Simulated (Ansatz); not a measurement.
Isolated molecules relaxed with PBE0-D4/def2-TZVP in Ansatz; ΔE leaves out vibrations. CCSD(T)/CBS is the MP2 limit (def2-TZVPP, def2-QZVPP) plus CCSD(T) − MP2 in def2-TZVPP, frozen cores. This one scheme is used for every species. Functionals use def2-TZVPP. For Ge outer-core shells are correlated without core-valence functions, which leaves a few kJ/mol of doubt a bond. Scalar relativity is left out up to krypton. One conformer a species, not always the lowest.

Reaction (redistribution): `N[SiH2]F` + `Cl[SiH2][S][GeH3]` → `N[SiH2][S][GeH3]` + `F[SiH2]Cl`

`N[SiH2]F`:

Z-matrix (Å, degrees):
```
Si
F 1 1.605
N 1 1.696 2 114.6
H 1 1.479 2 105.8 3 -119.3
H 1 1.479 2 105.8 3 119.3
H 3 1.006 1 122.0 2 77.5
H 3 1.006 1 122.0 2 -77.5
```

`Cl[SiH2][S][GeH3]`:

Z-matrix (Å, degrees):
```
Si
S 1 2.119
Cl 1 2.048 2 108.1
H 1 1.483 2 110.9 3 -118.8
H 1 1.481 2 111.6 3 118.4
Ge 2 2.233 1 95.3 3 166.7
H 6 1.534 2 109.6 1 -86.7
H 6 1.538 2 108.7 1 33.7
H 6 1.531 2 106.1 1 153.0
```

`N[SiH2][S][GeH3]`:

Z-matrix (Å, degrees):
```
Si
S 1 2.147
N 1 1.708 2 113.0
H 1 1.484 2 109.4 3 119.4
H 1 1.486 2 107.5 3 -120.8
Ge 2 2.223 1 97.0 3 165.2
H 3 1.008 1 120.3 2 -64.4
H 3 1.007 1 119.6 2 79.7
H 6 1.533 2 106.4 1 162.7
H 6 1.538 2 109.6 1 43.2
H 6 1.536 2 110.1 1 -77.4
```

`F[SiH2]Cl`:

```xyz
5

F     0.005   -1.081    1.170
Si   -0.058   -0.083   -0.066
Cl    0.846    1.665    0.454
H    -1.476    0.187   -0.371
H     0.684   -0.688   -1.188
```

| level | ΔE (eV) |
| --- | --- |
| PBE | 0.09 |
| BLYP | 0.09 |

(1) What does CCSD(T)/CBS give? (An estimate is asked.)

Largest T1 diagnostic among the species: 0.011.

Answers

(1) Computed: +0.10 eV. The listed levels differ from it by -0.01, -0.01 eV.

Leaving LDA and LC-ωPBE aside and taking each functional with its dispersion term where it has one, the values, not all of them listed here, spread over 0.02 eV, from r2SCAN-D4 to ωB97M-V.
